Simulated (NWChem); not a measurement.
System meant: SiI₄; SMILES I[Si](I)(I)I

NWChem input:

```
start job
memory heap 200 mb stack 900 mb global 1100 mb
geometry units angstroms noautoz
  I     -1.433931     1.658758     1.120308
  Si     0.000016     0.000011     0.000001
  I     -1.408964    -1.691110    -1.103495
  I      1.398894     1.127925    -1.683333
  I      1.444067    -1.095512     1.666513
end
basis spherical
  * library def2-svp
end
ecp
  I library def2-ecp
end
dft
  xc b3lyp
  iterations 4
  mulliken
end
task dft energy
```

End of the output:

```
    Atom       Charge   Shell Charges
 -----------   ------   -------------------------------------------------------
    1 I   25    25.01   1.25  0.73  1.08  0.80  2.77  3.19  2.52  2.62  9.48  0.56
    2 Si  14    13.98   2.00  1.94  0.82  0.42  5.81  1.16  1.42  0.43
    3 I   25    25.01   1.25  0.73  1.08  0.80  2.77  3.19  2.52  2.62  9.48  0.56
    4 I   25    25.01   1.25  0.73  1.08  0.80  2.77  3.19  2.52  2.62  9.48  0.56
    5 I   25    25.01   1.25  0.73  1.08  0.80  2.77  3.19  2.52  2.62  9.48  0.56

 center of mass
 --------------
 x =  -0.00000008 y =  -0.00000002 z =   0.00000005

 moments of inertia (a.u.)
 ------------------
        7326.532269654269           0.000000000001          -0.000000000001
           0.000000000001        7326.449647352476           0.000000000001
          -0.000000000001           0.000000000001        7326.582011042574

     Multipole analysis of the density
     ---------------------------------

     L   x y z        total         alpha         beta         nuclear
     -   - - -        -----         -----         ----         -------
     0   0 0 0     -0.000000    -57.000000    -57.000000    114.000000

     1   1 0 0     -0.000004     -0.000029     -0.000029      0.000054
     1   0 1 0     -0.000032     -0.000023     -0.000023      0.000014
     1   0 0 1      0.000025      0.000031      0.000031     -0.000037

     2   2 0 0    -87.706314   -404.692218   -404.692218    721.678122
     2   1 1 0     -0.000006     -0.000003     -0.000003      0.000000
     2   1 0 1     -0.000023     -0.000012     -0.000012     -0.000000
     2   0 2 0    -87.706369   -404.700384   -404.700384    721.694399
     2   0 1 1      0.000045      0.000023      0.000023     -0.000000
     2   0 0 2    -87.706363   -404.687343   -404.687343    721.668323

 ------------------------------------------------------------------------
 dft energy failed                                                                                  0
 ------------------------------------------------------------------------
 ------------------------------------------------------------------------
  current input line :
    21: task dft energy
 ------------------------------------------------------------------------
 ------------------------------------------------------------------------
 This type of error is most commonly associated with calculations not reaching convergence criteria
 ------------------------------------------------------------------------
 For more information see the NWChem manual at https://nwchemgit.github.io

0:dft energy failed:Received an Error in Communication
```

Task: Can this run be used? If not, why, and what is the fix?

Result: The run did not converge; its last values are not results. Cause: the SCF was allowed too few iterations. This input runs:
```
start job
memory heap 200 mb stack 900 mb global 1100 mb
geometry units angstroms noautoz
  I     -1.433931     1.658758     1.120308
  Si     0.000016     0.000011     0.000001
  I     -1.408964    -1.691110    -1.103495
  I      1.398894     1.127925    -1.683333
  I      1.444067    -1.095512     1.666513
end
basis spherical
  I library def2-svp
  Si library def2-svp
end
ecp
  I library def2-ecp
end
dft
  xc b3lyp
  iterations 150
  mulliken
end
task dft energy
```
It converges to -1480.74365 Ha (B3LYP/def2-SVP with def2 effective core potentials on I).
